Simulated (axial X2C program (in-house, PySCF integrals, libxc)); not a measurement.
# Levels of LaP⁻ by electron attachment to LaP (EOM-EA-CCSD)

Calculated with an in-house all-electron X2C program for linear molecules (integrals from PySCF): two-component X2C with atomic mean-field Coulomb and Gaunt terms, Gaussian nuclei, basis La dyall-cv3z, P dyall-av3z with contracted cores.

R = 2.372 Å (near the PBE0 minimum at charge 0 of the determinant lowest at the starting distance; the state shown can have its own minimum elsewhere).

Levels of LaP⁻ obtained by attaching an electron to LaP:

```json
{"Ω": "1/2", "binding energy (eV)": "1.016", "above lowest (cm⁻¹)": "0", "attached spinor": "64% La sσ, 14% La pσ, 10% La dσ", "one-particle weight": "0.96"}
{"Ω": "1/2", "binding energy (eV)": "-0.047", "above lowest (cm⁻¹)": "8573", "attached spinor": "82% La pπ, 14% La dπ", "one-particle weight": "0.97"}
{"Ω": "3/2", "binding energy (eV)": "-0.087", "above lowest (cm⁻¹)": "8898", "attached spinor": "83% La pπ, 13% La dπ", "one-particle weight": "0.98"}
{"Ω": "1/2", "binding energy (eV)": "-0.439", "above lowest (cm⁻¹)": "11733", "attached spinor": "63% La pσ, 17% La dσ, 11% P pσ", "one-particle weight": "0.97"}
{"Ω": "3/2", "binding energy (eV)": "-0.522", "above lowest (cm⁻¹)": "12404", "attached spinor": "93% La dδ", "one-particle weight": "0.94"}
{"Ω": "5/2", "binding energy (eV)": "-0.571", "above lowest (cm⁻¹)": "12802", "attached spinor": "93% La dδ", "one-particle weight": "0.94"}
{"Ω": "1/2", "binding energy (eV)": "-1.312", "above lowest (cm⁻¹)": "18779", "attached spinor": "68% La sσ, 12% La pσ, 12% P pσ", "one-particle weight": "0.98"}
{"Ω": "1/2", "binding energy (eV)": "-1.567", "above lowest (cm⁻¹)": "20835", "attached spinor": "62% La pπ, 15% La dπ, 9% La pσ", "one-particle weight": "0.97"}
{"Ω": "3/2", "binding energy (eV)": "-1.641", "above lowest (cm⁻¹)": "21429", "attached spinor": "71% La pπ, 19% La dπ, 8% P pπ", "one-particle weight": "0.96"}
```

Problem. What is the splitting of the first π pair in the table, and is it regular or inverted?

Solution. E(3/2) − E(1/2) = 8898 − 8573 = 325 cm⁻¹ at EOM-EA-CCSD: regular, Ω = 1/2 lower. Splittings at this level can be off by ten to twenty per cent.

Negative binding energies belong to unbound states, resonances or levels that the basis set holds; within some tenths of an eV of zero the sign is not settled.

This point took 47 s on 1 thread of Arm Neoverse N1 (shared host).

Reference electrons by ω block (each with its −ω partner): 1/2: 24, 3/2: 10, 5/2: 2. 16 electrons of LaP correlated (inner shells frozen), 88 natural virtual spinors (a truncated set); levels can be off by some tenths of an eV. Roots sought by Ω: (1/2: 5, 3/2: 4, 5/2: 2, 7/2: 1); the list ends where they run out and leaves out roots under 60 % one-particle weight. The solver can skip a root, and states that need a further excitation, which the method places far too high, are missing though they may lie low or lowest. T1 of the reference 0.030 (Lee–Taylor). Number of frozen shells: La 4 s, 3 p, 2 d; P 2 s, 1 p. Large amplitudes in the reference (orbital relaxation or multireference character) lower the reliability.
